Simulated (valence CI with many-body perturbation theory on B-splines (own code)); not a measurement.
Energy levels of Yb LXV

Calculated by valence CI with perturbative core correlation (CI+MBPT): four valence electrons over a frozen Dirac-Fock core [He], a basis of 11 s, 11 p, 10 d, 8 f, 5 g, 2 h functions for each j, with the one-electron correlation potential Σ1 (screened to all orders), the two-electron term Σ2, the three-electron term Σ3, Breit, model QED; selected single and double excitations, second order for the rest, scaled by the run's own slope (own B-spline code, finite nucleus).

No measured spectrum was set against this ion. As an estimate, large intervals hold to a few tenths of a per cent, small ones and those within an open d or f shell to about a per cent. Among the levels kept, up to 1100 cm⁻¹ of a level comes from second order outside the variational space, and about a tenth of that is noise between levels of different J, which matters for small intervals.

Levels 1 to 45 of 211, with energies above the lowest level, (2s^2 2p1/2^2) J=0. "Leading %" is the weight of the configuration and term that name the level; weights of strongly mixed levels are sums over their largest components and can fall short. In the jj column 3d3/2^4 stands for four electrons in 3d with j = 3/2. Lifetimes count E1, E2, E3, M1 and M2 decay at the calculated energies, and are blank where another channel may lead or the interval is too uncertain; long ones can be off by a factor of two.

| No. | Configuration | Term | J | E (× 10³ cm⁻¹) | Leading % | g | Lifetime | Leading jj |
| --- | --- | --- | --- | --- | --- | --- | --- | --- |
| 1 | 2s2 2p2 | 3P | 0 | 0.00 | 68 |  |  | 2s^2 2p1/2^2 (100 %) |
| 2 | 2s2 2p2 | 3P | 1 | 8802.0 | 100 | 1.472 | 124 ps | 2s^2 2p1/2 2p3/2 (100 %) |
| 3 | 2s2 2p2 | 1D | 2 | 8947.5 | 65 | 1.140 | 30.0 ns | 2s^2 2p1/2 2p3/2 (100 %) |
| 4 | 2s 2p3 | 3P° | 2 | 11028 | 48 | 1.502 | 35.0 ps | 2s 2p1/2^2 2p3/2 (100 %) |
| 5 | 2s 2p3 | 3D° | 1 | 11691 | 31 | 1.110 | 135 fs | 2s 2p1/2^2 2p3/2 (100 %) |
| 6 | 2s2 2p2 | 3P | 2 | 17919 | 64 | 1.294 | 28.4 ps | 2s^2 2p3/2^2 (99 %) |
| 7 | 2s2 2p2 | 1S | 0 | 18388 | 68 |  | 24.9 ps | 2s^2 2p3/2^2 (99 %) |
| 8 | 2s 2p3 | 5S° | 2 | 19615 | 50 | 1.549 | 590 fs | 2s 2p1/2 2p3/2^2 (100 %) |
| 9 | 2s 2p3 | 3D° | 3 | 19963 | 100 | 1.298 | 621 fs | 2s 2p1/2 2p3/2^2 (100 %) |
| 10 | 2s 2p3 | 3P° | 0 | 20422 | 100 |  | 171 fs | 2s 2p1/2 2p3/2^2 (100 %) |
| 11 | 2s 2p3 | 3S° | 1 | 20593 | 52 | 1.300 | 87.0 fs | 2s 2p1/2 2p3/2^2 (100 %) |
| 12 | 2s 2p3 | 1D° | 2 | 20671 | 74 | 1.050 | 89.2 fs | 2s 2p1/2 2p3/2^2 (100 %) |
| 13 | 2s 2p3 | 3P° | 1 | 20703 | 63 | 1.301 | 147 fs | 2s 2p1/2 2p3/2^2 (100 %) |
| 14 | 2p4 | 3P | 2 | 23029 | 68 | 1.310 | 93.4 fs | 2p1/2^2 2p3/2^2 (99 %) |
| 15 | 2p4 | 1S | 0 | 23522 | 64 |  | 82.9 fs | 2p1/2^2 2p3/2^2 (99 %) |
| 16 | 2s 2p3 | 3P° | 2 | 29194 | 51 | 1.433 | 180 fs | 2s 2p3/2^3 (100 %) |
| 17 | 2s 2p3 | 1P° | 1 | 29840 | 37 | 1.161 | 71.0 fs | 2s 2p3/2^3 (100 %) |
| 18 | 2p4 | 3P | 1 | 31947 | 100 | 1.472 | 59.1 fs | 2p1/2 2p3/2^3 (100 %) |
| 19 | 2p4 | 1D | 2 | 32094 | 68 | 1.124 | 61.4 fs | 2p1/2 2p3/2^3 (100 %) |
| 20 | 2p4 | 3P | 0 | 41275 | 64 |  | 44.6 fs | 2p3/2^4 (100 %) |
| 21 | 2s2 2p 3s | 3P° | 0 | 73678 | 99 |  | 5.75 fs | 2s^2 2p1/2 3s (99 %) |
| 22 | 2s2 2p 3s | 3P° | 1 | 73706 | 67 | 1.305 | 4.69 fs | 2s^2 2p1/2 3s (100 %) |
| 23 | 2s2 2p 3p | 3D | 1 | 74336 | 74 | 0.637 | 387 fs | 2s^2 2p1/2 3p1/2 (100 %) |
| 24 | 2s2 2p 3p | 3P | 0 | 74692 | 67 |  | 191 fs | 2s^2 2p1/2 3p1/2 (99 %) |
| 25 | 2s 2p2 3s | 5P | 1 | 75698 | 42 | 2.007 | 5.83 fs | 2s 2p1/2^2 3s (98 %) |
| 26 | 2s 2p2 3s | 3P | 0 | 75991 | 68 |  | 6.24 fs | 2s 2p1/2^2 3s (99 %) |
| 27 | 2s 2p2 3p | 3P° | 1 | 76422 | 33 | 1.348 | 2.24 fs | 2s 2p1/2^2 3p1/2 (99 %) |
| 28 | 2s 2p2 3p | 3P° | 0 | 76427 | 51 |  | 202 fs | 2s 2p1/2^2 3p1/2 (99 %) |
| 29 | 2s2 2p 3p | 3D | 2 | 77110 | 52 | 1.147 | 260 fs | 2s^2 2p1/2 3p3/2 (100 %) |
| 30 | 2s2 2p 3p | 3P | 1 | 77122 | 48 | 1.502 | 244 fs | 2s^2 2p1/2 3p3/2 (98 %) |
| 31 | 2s2 2p 3d | 3F° | 2 | 77606 | 75 | 0.744 | 4.72 fs | 2s^2 2p1/2 3d3/2 (100 %) |
| 32 | 2s2 2p 3d | 3D° | 1 | 77812 | 50 | 0.828 | 595 as | 2s^2 2p1/2 3d3/2 (99 %) |
| 33 | 2s2 2p 3d | 3P° | 2 | 78412 | 47 | 1.282 | 816 as | 2s^2 2p1/2 3d5/2 (98 %) |
| 34 | 2s2 2p 3d | 3F° | 3 | 78445 | 46 | 1.095 | 840 as | 2s^2 2p1/2 3d5/2 (100 %) |
| 35 | 2s 2p2 3p | 3P° | 2 | 79156 | 35 | 1.500 | 38.4 fs | 2s 2p1/2^2 3p3/2 (98 %) |
| 36 | 2s 2p2 3p | 3D° | 1 | 79196 | 31 | 1.134 | 2.30 fs | 2s 2p1/2^2 3p3/2 (99 %) |
| 37 | 2s 2p2 3d | 3D | 1 | 79645 | 46 | 0.467 | 5.36 fs | 2s 2p1/2^2 3d3/2 (100 %) |
| 38 | 2s 2p2 3d | 3D | 2 | 79692 | 31 | 1.116 | 4.30 fs | 2s 2p1/2^2 3d3/2 (98 %) |
| 39 | 2s 2p2 3d | 3D | 3 | 80428 | 38 | 1.332 | 842 as | 2s 2p1/2^2 3d5/2 (100 %) |
| 40 | 2s 2p2 3d | 3F | 2 | 80565 | 28 | 1.028 | 867 as | 2s 2p1/2^2 3d5/2 (98 %) |
| 41 | 2s2 2p 3s | 3P° | 2 | 82813 | 98 | 1.472 | 7.29 fs | 2s^2 2p3/2 3s (98 %) |
| 42 | 2s2 2p 3s | 1P° | 1 | 82881 | 66 | 1.128 | 3.83 fs | 2s^2 2p3/2 3s (98 %) |
| 43 | 2s2 2p 3p | 3P | 1 | 83607 | 50 | 1.454 | 156 fs | 2s^2 2p3/2 3p1/2 (97 %) |
| 44 | 2s2 2p 3p | 3D | 2 | 83624 | 47 | 1.149 | 189 fs | 2s^2 2p3/2 3p1/2 (97 %) |
| 45 | 2s 2p2 3s | 5P | 2 | 84247 | 84 | 1.725 | 8.55 fs | 2s 2p1/2 2p3/2 3s (99 %) |

The ionisation energy to 2s2 2p 2P°_1/2 of the next ion comes out as 16193 eV (NIST: 16191 ± 24 eV (theoretical)). All 211 levels together are meant to be complete up to 100610 × 10³ cm⁻¹.
